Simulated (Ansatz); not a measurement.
Ansatz (an electronic-structure program) input (MP2/6-31G* with LANL2DZ past Ar): The .json file joins the Basis Set Exchange's 6-31G* for atoms up to Ar and LANL2DZ past it.

Ansatz 0.2 input:
```yaml
crystal:
  periodic: [false, false, false]
  atoms:
    - {symbol: Rb, position_ang: [-0.00000000, -0.00000000, -0.67636361]}
    - {symbol: F, position_ang: [0.00000000, 0.00000000, 2.78060594]}
basis:
  gaussian:
    orbitals: 6-31Gs+LANL2DZ.json
total_charge: 1
magnetization: {spin_polarized: true, initial_magnetization: 1}
correlation: {method: mp2, electrons: outside_noble_gas}
relax: {f_tol: 0.003, max_steps: 120}
```

Task: Predict the final energy.

Result: -122.93410 Eh.
